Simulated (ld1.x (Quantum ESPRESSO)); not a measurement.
An all-electron radial function and its pseudo partner (strontium (Sr))

Columns: radius, all-electron u(r) and pseudo u(r) of the 4p shell (level -36.52 eV) of strontium in the configuration [Ar] 3d10 4s2 4p6 4d0 5s0 5p0; PBE, scalar-relativistic, TM semilocal scheme, ld1.x (Quantum ESPRESSO) 7.5.

```json
{"r (bohr)": "0.145", "all-electron": "0.1508", "pseudo": "0.0181"}
{"r (bohr)": "0.290", "all-electron": "-0.3742", "pseudo": "0.0729"}
{"r (bohr)": "0.435", "all-electron": "-0.3904", "pseudo": "0.1654"}
{"r (bohr)": "0.580", "all-electron": "-0.0827", "pseudo": "0.2951"}
{"r (bohr)": "0.725", "all-electron": "0.2762", "pseudo": "0.4547"}
{"r (bohr)": "0.870", "all-electron": "0.5669", "pseudo": "0.6244"}
{"r (bohr)": "1.015", "all-electron": "0.7611", "pseudo": "0.7717"}
{"r (bohr)": "1.160", "all-electron": "0.8664", "pseudo": "0.8671"}
{"r (bohr)": "1.305", "all-electron": "0.9012", "pseudo": "0.9012"}
{"r (bohr)": "1.450", "all-electron": "0.8857", "pseudo": "0.8857"}
{"r (bohr)": "1.595", "all-electron": "0.8375", "pseudo": "0.8375"}
{"r (bohr)": "1.740", "all-electron": "0.7702", "pseudo": "0.7702"}
{"r (bohr)": "1.885", "all-electron": "0.6939", "pseudo": "0.6939"}
{"r (bohr)": "2.030", "all-electron": "0.6154", "pseudo": "0.6154"}
{"r (bohr)": "2.175", "all-electron": "0.5390", "pseudo": "0.5390"}
{"r (bohr)": "2.320", "all-electron": "0.4676", "pseudo": "0.4676"}
{"r (bohr)": "2.465", "all-electron": "0.4024", "pseudo": "0.4024"}
{"r (bohr)": "2.610", "all-electron": "0.3442", "pseudo": "0.3442"}
{"r (bohr)": "2.755", "all-electron": "0.2928", "pseudo": "0.2928"}
{"r (bohr)": "2.900", "all-electron": "0.2480", "pseudo": "0.2480"}
{"r (bohr)": "3.045", "all-electron": "0.2091", "pseudo": "0.2091"}
{"r (bohr)": "3.190", "all-electron": "0.1757", "pseudo": "0.1757"}
{"r (bohr)": "3.335", "all-electron": "0.1471", "pseudo": "0.1471"}
{"r (bohr)": "3.480", "all-electron": "0.1228", "pseudo": "0.1228"}
{"r (bohr)": "3.625", "all-electron": "0.1021", "pseudo": "0.1021"}
{"r (bohr)": "3.770", "all-electron": "0.0848", "pseudo": "0.0848"}
```

**Question.** How many radial nodes do the two functions have?

**Answer.** The all-electron 4p function has n − l − 1 = 2; the pseudo-wave has 0, since the states of the same l below it are removed with the core.

**Question.** At about which radius was the pseudo-wave matched?

**Answer.** 1.40 bohr, where the columns begin to agree (steps of 0.14 bohr).

**Question.** Is the pseudo-wave norm-conserving?

**Answer.** Yes: the TM semilocal scheme keeps the norm inside the radius equal to the all-electron one, which fixes the energy derivative of the logarithmic derivative at the level.
